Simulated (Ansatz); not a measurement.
Basis-set extrapolation for CH3ClO2Si, SMILES `O=C[SiH](O)Cl` (PBE0-D4/def2-TZVP geometry, frozen core, Ansatz). Multiplicity 1, RHF reference.

|  | def2-TZVPP | def2-QZVPP |
| --- | --- | --- |
| HF | -937.968390 | -937.999258 |
| MP2 correlation | -0.926720 | -1.004782 |
| CCSD(T) correlation | -0.998807 | not run |

Energies in hartree. Use E(X) = E(∞) + A·exp(−7.88·√X) for Hartree–Fock and E(X) = E(∞) + B·X^(−2.97) for correlation, with X = 3 and 4, and add CCSD(T) minus MP2 of the smaller set to the MP2 limit.

What is the CCSD(T) energy at the basis-set limit?

HF limit: -937.999258 + (-0.030868) × 0.13774 = -938.00351. MP2 limit: -1.004782 + (-0.078062) × 0.74074 = -1.06261. Higher-order term: -0.998807 − (-0.926720) = -0.07209. Total: -939.13821 hartree, 107.3 kcal/mol below CCSD(T)/def2-TZVPP.
